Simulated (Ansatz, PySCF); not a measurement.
Molecule: TeCl3, net charge 0, doublet state. It need not be the lowest isomer of its formula. 
Geometry from a B3LYP-D3(BJ)/def2-TZVP (Ansatz, a program for electronic structure) optimisation:
```xyz
4

Te     0.0021    -0.2987     0.2464
Cl    -2.4090    -0.5157    -0.1851
Cl     0.0004     1.9552    -0.3297
Cl     2.4021    -0.5258    -0.2390
```
Charge 0, spin multiplicity 2.

Property: vertical ionisation energy (to the singlet state of charge +1; each state is the SCF solution reached for its spin; for the singlet the Hartree-Fock reference is unstable and T1 is 0.024), in eV. Correlated levels leave the core frozen unless marked. Open shells are spin-unrestricted. Spin-orbit coupling is left out. Frozen are the shells of the preceding noble gas and the d and f shells that filled before the atom's block. In def2 rows, elements after Kr have scalar-relativistic effective core potentials. Basis-set limits of correlation are two-point, X^-3; Hartree-Fock from the larger set. The bracket is a focal-point correction in the basis named.

```csv
level,program,vertical ionisation energy (eV),minus last row
HF/def2-SVPD,Ansatz,9.88,0.43
HF/def2-TZVPPD,Ansatz,9.71,0.26
HF/def2-QZVPPD,Ansatz,9.69,0.24
SVWN5/def2-TZVPD,Ansatz,9.22,-0.23
PBE/def2-TZVPD,Ansatz,9.10,-0.35
r2SCAN/def2-TZVPD,Ansatz,9.39,-0.06
B3LYP/def2-TZVPD,Ansatz,9.45,0.00
PBE0/def2-TZVPD,Ansatz,9.54,0.09
BHLYP/def2-TZVPD,Ansatz,9.77,0.32
wB97X-V/def2-TZVPD,Ansatz,9.77,0.32
B2PLYP/def2-TZVPD,Ansatz,9.38,-0.07
MP2/def2-TZVPPD,Ansatz,9.43,-0.02
RI-MP2/def2-QZVPPD,Ansatz,9.48,0.03
"RI-MP2/CBS(def2-TZVPPD,def2-QZVPPD)",Ansatz,9.54,0.09
SCS-MP2/def2-SVPD,Ansatz,9.38,-0.07
SCS-MP2/def2-TZVPPD,Ansatz,9.36,-0.09
CCSD/def2-SVPD,Ansatz,9.50,0.05
CCSD(T)/def2-SVPD,Ansatz,9.31,-0.14
CCSD(T)/def2-TZVPPD,Ansatz,9.35,-0.10
"RI-MP2/CBS(def2-TZVPPD,def2-QZVPPD)+[CCSD(T)-MP2]/def2-SVPD",Ansatz,9.40,-0.05
"RI-MP2/CBS(def2-TZVPPD,def2-QZVPPD)+[CCSD(T)-MP2]/def2-TZVPPD",Ansatz,9.45,0.00
```

For comparison, minus the highest occupied orbital energy (PySCF): 8.88 eV at M06-2X/def2-TZVPD, 7.64 eV at PBE0/def2-TZVPD, 10.65 eV at HF/def2-TZVPD.
